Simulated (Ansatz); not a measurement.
Geometry optimisation, RKS PBE-D4/def2-SVP in Ansatz.

input.yaml

```yaml
crystal:
  periodic: [false, false, false]
  atoms:
    - { symbol: Al, position_ang: [-0.566731, -0.40588, -0.295956] }
    - { symbol: Si, position_ang: [0.940841, -0.367649, 1.513608] }
    - { symbol: C, position_ang: [-0.004917, -0.522801, -2.161937] }
    - { symbol: O, position_ang: [-2.267396, -0.45837, -0.001805] }
    - { symbol: H, position_ang: [0.233115, 2.248692, 1.308639] }
    - { symbol: F, position_ang: [0.072726, 2.507267, 0.440064] }
    - { symbol: H, position_ang: [2.35828, -0.070998, 1.087157] }
    - { symbol: H, position_ang: [0.575655, 0.775132, 2.459322] }
    - { symbol: H, position_ang: [0.993579, -1.584, 2.407117] }
    - { symbol: H, position_ang: [0.277346, -1.568594, -2.413419] }
    - { symbol: H, position_ang: [-0.820194, -0.222945, -2.851536] }
    - { symbol: H, position_ang: [0.882887, 0.110067, -2.36921] }
    - { symbol: H, position_ang: [-2.67519, -0.43992, 0.877957] }
basis:
  gaussian: { orbitals: def2-SVP }
hamiltonian:
  xc: pbe
  dispersion: d4
relax:
  f_tol: 0.03
  max_steps: 50
```

Launched with:

```bash
$ ansatz run input.yaml --threads 2 --pin off --max-ram 3072MiB --backend cpu --events-out ev --progress --plain --runs-dir out
```

Where does it end, and by what steps?

It converged. After 14 steps the energy has fallen by 0.418 eV; F6 moved furthest, 0.88 Å. Joined: Al1–F6 (3.07 → 2.06 Å).

| step | energy less start (eV) | largest force component (eV/Å) | accepted |
| --- | --- | --- | --- |
| 0 | 0.0000 | 1.200 | yes |
| 1 | -0.1204 | 0.278 | yes |
| 2 | -0.2080 | 0.352 | yes |
| 3 | -0.2928 | 0.188 | yes |
| 4 | -0.3206 | 0.246 | yes |
| 5 | -0.3481 | 0.174 | yes |
| 6 | -0.3695 | 0.265 | yes |
| 7 | -0.3886 | 0.370 | yes |
| 8 | -0.4015 | 0.158 | yes |
| 9 | -0.4112 | 0.136 | yes |
| 10 | -0.4124 | 0.139 | yes |
| 11 | -0.4168 | 0.099 | yes |
| 12 | -0.4174 | 0.043 | yes |
| 13 | -0.4174 | 0.058 | yes |
| 14 | -0.4183 | 0.029 | yes |

```xyz
13
Properties=species:S:1:pos:R:3
Al -0.607 -0.181 -0.278
Si 1.038 -0.378 1.593
C 0.002 -0.243 -2.130
O -2.265 -0.569 0.029
H 0.221 1.650 0.974
F -0.422 1.810 0.233
H 2.488 -0.686 1.313
H 1.135 1.138 1.980
H 0.682 -0.983 2.929
H 0.159 -1.296 -2.446
H -0.757 0.193 -2.812
H 0.959 0.294 -2.292
H -2.633 -0.750 0.907
```

Whether the end is a true minimum wasn't checked by a vibrational analysis.

Time of the run: 83 s on 2 threads of Intel(R) Xeon(R) Processor @ 2.50GHz (Skylake/Cascade Lake), with other jobs on the host, peak memory 0.2 GiB.
